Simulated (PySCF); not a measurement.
Job for PySCF: R-B3LYP/3-21G on FH4NOSi (SMILES N[SiH](O)F), a point of a torsion scan.

```python
from pyscf import gto, scf, dft, mp
from pyscf.data.elements import chemcore

mol = gto.M(
    atom='''
    N     1.22713737   -0.33428911   -0.19589998
    Si   -0.27993438    0.44421027    0.06088594
    O    -1.47430840   -0.40150812   -0.62074830
    F    -0.10427113    1.84381000   -0.71836551
    H     2.07610757    0.16991985   -0.00247848
    H     1.32876443   -1.30213192    0.05848932
    H    -0.73111740    0.74560180    1.40201332
    H    -1.66562389   -0.30895495   -1.55026033
    ''',
    basis='3-21g',
    charge=0, spin=0, verbose=3, max_memory=1800)
mf = dft.RKS(mol, xc='b3lyp')
mf.conv_tol = 1e-8
mf.max_cycle = 100
mf.kernel()
if not mf.converged:
    mf = mf.newton().run(mf.mo_coeff, mf.mo_occ)
```

Output:

```
converged SCF energy = -519.033268488496
```

The calculation finished and met its thresholds.

Cost: about 4 core-seconds (a rough figure).
